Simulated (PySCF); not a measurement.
**Circular dichroism: `N#C[Si@H]([SiH3])[Si@@H](O)[SiH3]`, CH9NOSi4**

Cartesian coordinates in Å; atom numbers follow the order of the lines, from 1:
```xyz
16

N     0.1469   -3.3236   -1.1193
C     0.4606   -2.2483   -0.8691
Si    0.9628   -0.5050   -0.4181
Si    2.8951   -0.6608    0.8686
Si   -0.9717    0.4647    0.4274
O    -0.2561    1.8214    1.0209
Si   -2.7670    0.9785   -0.9512
H     1.2649    0.0189   -1.7707
H     2.6079   -1.2486    2.1811
H     3.4522    0.6752    1.1038
H     3.9514   -1.4684    0.2525
H    -1.4573   -0.2957    1.6024
H    -0.7325    2.4855    1.5102
H    -2.5798    2.2575   -1.6498
H    -4.0406    1.1140   -0.2313
H    -2.9442   -0.0563   -1.9689
```

Level of theory: TDDFT LC-wPBE/aug-cc-pVDZ circular dichroism and optical rotation, one conformer, gas phase (PySCF). Geometry: GFN2-xTB.

The molecule is flexible and this is one conformer; a measurement averages over conformers.

Question: Assign R or S to each stereocentre.

Answer: Si3 R, Si5 S.

Question: Which excitations and rotatory strengths does the calculation give?

Answer: Rotatory strengths R in 10⁻⁴⁰ esu² cm², velocity form and length form (origin at the centre of mass); f in length form.
| state | E (eV) | λ (nm) | f | R (velocity) | R (length) | main |
| --- | --- | --- | --- | --- | --- | --- |
| 1 | 5.91 | 210 | 0.169 | -76.4 | -74.8 | HOMO→LUMO 0.71 |
| 2 | 6.40 | 194 | 0.099 | +145.3 | +142.7 | HOMO−1→LUMO 0.69 |
| 3 | 6.73 | 184 | 0.231 | +13.4 | +13.0 | HOMO→LUMO+6 0.26, HOMO→LUMO+1 0.20 |
| 4 | 7.06 | 176 | 0.064 | +43.3 | +42.1 | HOMO→LUMO+7 0.14, HOMO→LUMO+10 0.09 |
| 5 | 7.29 | 170 | 0.010 | -6.9 | -7.0 | HOMO−2→LUMO 0.31 |
| 6 | 7.40 | 168 | 0.091 | +32.6 | +32.4 | HOMO−2→LUMO 0.16 |
| 7 | 7.46 | 166 | 0.038 | -18.6 | -18.3 | HOMO−2→LUMO 0.08 |
| 8 | 7.61 | 163 | 0.001 | -7.4 | -6.5 | HOMO−1→LUMO+1 0.21, HOMO−1→LUMO+3 0.08 |
| 9 | 7.69 | 161 | 0.012 | +2.6 | +2.8 | mixed |
| 10 | 7.87 | 158 | 0.162 | -81.7 | -80.0 | HOMO→LUMO+1 0.38, HOMO−1→LUMO+6 0.09 |
| 11 | 7.95 | 156 | 0.138 | -143.7 | -142.5 | HOMO→LUMO+5 0.27 |
| 12 | 8.06 | 154 | 0.122 | +61.2 | +60.5 | HOMO→LUMO+2 0.09 |

Among the states computed, the strongest CD band (largest |R|) is state 2. The largest dissymmetry factor in size, g = 4R/(D+G), with D and G the electric and magnetic dipole strengths, is -0.047 for state 8 (velocity form, f = 0.002), among bands with |R| over 0.5. The mirror image has the same energies and oscillator strengths and all R with the opposite sign.
